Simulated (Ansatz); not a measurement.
`F[Si](Cl)(Cl)[O][GeH3]` and `C#C[Si](F)(Cl)Cl` differ in one atom or group.

Ansatz, PBE0-D4/def2-TZVP geometries, multiplicity 1. Each molecule was computed in one conformer, which needn't be the lowest.

Scalar relativity is left out up to krypton.

```
                                                                                  property  `F[Si](Cl)(Cl)[O][GeH3]`
                                                     LUMO energy (ωB97M-V/def2-TZVPP) / eV                      1.44
                                                        LUMO energy (PBE0/def2-TZVPP) / eV                     -0.39
                                                         HOMO energy (PBE/def2-TZVPP) / eV                     -7.72
                                          size of the dipole moment (B3LYP/def2-TZVPP) / D                      2.97
ideal-gas entropy at 298 K and 1 bar (rigid rotor, harmonic PBE0-D4/def2-TZVP) / J/(mol·K)                       424
                                            zero-point energy (PBE0-D4/def2-TZVP) / kJ/mol                      93.0
```

Problem. What does the change do to each property? (Best estimate.)

Solution. The calculation gave: 
```
                                                                                  property  `C#C[Si](F)(Cl)Cl`  shift
                                                     LUMO energy (ωB97M-V/def2-TZVPP) / eV                1.12  -0.32
                                                        LUMO energy (PBE0/def2-TZVPP) / eV               -0.97  -0.58
                                                         HOMO energy (PBE/def2-TZVPP) / eV               -7.71   0.01
                                          size of the dipole moment (B3LYP/def2-TZVPP) / D                2.07  -0.90
ideal-gas entropy at 298 K and 1 bar (rigid rotor, harmonic PBE0-D4/def2-TZVP) / J/(mol·K)                 360    -64
                                            zero-point energy (PBE0-D4/def2-TZVP) / kJ/mol                69.1  -23.9
```

With PBE0 the HOMO rises by 0.22 eV and the LUMO falls by 0.58 eV, so the gap narrows by about 0.80 eV. PBE moves the HOMO by 0.01 eV and ωB97M-V by 0.25 eV. The zero-point energy changes by -23.9 kJ/mol with -6 modes. Dipoles are sizes alone; their direction can turn. Modes under 60 cm⁻¹, often nearly free rotors, make the harmonic entropy too high.

B3LYP here is the variant with VWN-RPA as its local correlation; programs differ in this.
